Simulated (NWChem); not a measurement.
**Basis-set convergence for H2BCl**

```xyz
4

B      0.0000     0.0000     1.1839
H     -1.0601     0.0000     1.7525
H      1.0601     0.0000     1.7525
Cl     0.0000     0.0000    -0.5544
```
Charge 0, spin multiplicity 1.

Everything below was run with NWChem. All single points use one geometry, from PBE0/def2-SVP, a minimum by its harmonic frequencies.

Quantity: LUMO energy at the level PBE0.

The Pople sets run with spherical d functions. The structure started from a generated list of species.

```
basis        functions  LUMO energy (eV)
-----------  ---------  ----------------
STO-3G              16               ___
6-31G*              36               ___
cc-pVDZ             42             -1.73
pcseg-1             42             -1.90
6-311++G**          66             -1.89
aug-pcseg-1         68             -1.88
cc-pVTZ             92               ___
aug-cc-pVTZ        142             -1.88
cc-pVQZ            174             -1.86
def2-QZVP          187             -1.88
```

### Question
What belongs in the gaps?

### Answer

- STO-3G, LUMO energy (eV): 0.58
- 6-31G*, LUMO energy (eV): -1.63
- cc-pVTZ, LUMO energy (eV): -1.83
